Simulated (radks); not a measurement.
The numbers below are computed, except where a source is named.
Task: Radial electron density D(r) = 4 pi r^2 rho(r) of an atom or ion with 14 electrons. Level of theory: Dirac Kohn-Sham, relativistic LDA (MacDonald-Vosko exchange, VWN5 correlation), spin-unpolarised, spherical densities, finite nucleus; Fermi nuclear charge, rms radius of each element as measured or else 0.836 A^(1/3) + 0.57 fm (a radial shooting solver on a logarithmic mesh with Libxc functionals).

r (bohr),D(r) (e/bohr)
0.002422,2.419
0.002709,2.942
0.00303,3.568
0.003362,4.258
0.003761,5.136
0.004207,6.175
0.004705,7.395
0.005263,8.818
0.005839,10.34
0.006531,12.21
0.007306,14.34
0.008171,16.73
0.009067,19.18
0.01014,22.04
0.01134,25.11
0.01269,28.32
0.01419,31.58
0.01575,34.57
0.01761,37.61
0.0197,40.31
0.02204,42.52
0.02465,44.08
0.02735,44.83
0.03059,44.84
0.03421,44.03
0.03827,42.53
0.0428,40.59
0.0475,38.73
0.05312,37.05
0.05942,36.16
0.06646,36.42
0.07434,37.99
0.08249,40.53
0.09226,44.01
0.1032,47.52
0.1154,50.14
0.1291,50.93
0.1433,49.45
0.1602,45.34
0.1792,39.04
0.2005,31.58
0.2242,24.30
0.2488,18.78
0.2783,14.87
0.3113,13.07
0.3482,12.67
0.3863,12.62
0.4321,12.02
0.4833,10.44
0.5406,8.037
0.6046,5.403
0.6709,3.271
0.7504,1.630
0.8394,0.6809
0.9388,0.2346
1.05,0.06536
1.165,0.01619
1.303,0.002809
1.458,0.0003667

What is the nuclear charge?

Result: Z = 36. The innermost maximum, from 1s, lies near gamma/Z bohr with gamma = sqrt(1 - (Z/c)^2) = 0.965, here 0.0268 bohr (found: 0.0289), and its height grows with Z. The density is that of the krypton ion Kr22+ in [Ne] 3s2 3p2; the configuration itself is not fixed sharply by these data, and Z only to about a unit. D(r) has 2 maxima, at r = 0.0289, 0.127 bohr, and minima at 0.0614 bohr, inside which lie 2.10 electrons.
